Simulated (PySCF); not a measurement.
C5H9NO2Si2.
Cartesian coordinates in Å at the GFN2-xTB level; atoms count from 1:
```xyz
19
C5H9NO2Si2 angstrom
C     -2.4209   -0.9425   -1.0438
C     -1.7475   -0.1905   -0.1962
C     -2.2170    0.6170    0.9823
O     -0.9630    1.1648    1.4046
Si    -0.0221    0.4267    0.2537
C      0.8983    1.6916   -0.8456
C      1.9295    1.0406   -1.5828
N      2.7538    0.4942   -2.1589
O      1.0293   -0.6261    0.8490
Si     2.3123   -1.6240    1.0452
H     -3.4907   -1.0699   -0.9660
H     -1.9292   -1.4640   -1.8474
H     -2.6431    0.0182    1.7889
H     -2.9015    1.4286    0.7281
H      1.3522    2.4514   -0.2071
H      0.2194    2.1890   -1.5388
H      1.7219   -2.8744    1.5182
H      2.9688   -1.7495   -0.2486
H      3.1398   -0.9721    2.0575
```

NICS = −σ at a ghost point: NICS(0) at the centroid of the ring atoms, NICS(1) 1 Å to either side along the normal of their mean plane, zz for the tensor component along that normal. Level: GIAO PBE0/pcSseg-1 (PySCF, non-relativistic, gas phase) on the GFN2-xTB geometry, one conformer.

Ring bond lengths (Å), with Mayer bond orders in brackets: C2–C3 1.504 (1.04), C3–O4 1.432 (0.90), O4–Si5 1.660 (1.04), Si5–C2 1.887 (0.83).

What do the NICS probes read (ppm)?

```
        ring                                                    type  NICS(0)  NICS(1), two faces  NICS(1)zz, two faces  rms pucker (Å)  centre to ring atoms, mean (Å)
C2–C3–O4–Si5  4-membered ring with O and Si; formal bonds all single     -2.0         -1.2 / -1.9           -0.1 / -0.9            0.01                            1.14
```

What do they say, and how far can they be read as aromaticity?

- C2–C3–O4–Si5: mean NICS(1)zz -0.5 ppm, near zero. C3, Si5 have four or more neighbours, so the value isn't read as a sign of a π ring current.

What is the mean of the two in-plane components of NICS at the second NICS(1) probe listed for ring C2–C3–O4–Si5, 1 Å off the ring?

The isotropic value is a third of the trace: (3 × -1.9 − (-0.9))/2 = -2.4 ppm.

How shielded are the nuclei of the rings and their hydrogens (means over atoms taken as equivalent)?

```
atoms                      environment  σ isotropic (ppm)  principal values of the symmetric part, first atom (ppm)
   C2  fully substituted alkene carbon               21.2                                        -65.1, 16.3, 112.3
   C3       sp3 carbon bound to oxygen              113.8                                         91.8, 99.5, 150.2
   O4               silyl ether oxygen              233.4                                       164.0, 221.6, 314.5
  Si5             oxygen-bound silicon              378.7                                       366.2, 369.5, 400.4
  H13               methylene hydrogen              26.79                                          23.0, 25.5, 31.9
  H14               methylene hydrogen              26.81                                          23.4, 25.7, 31.3
```
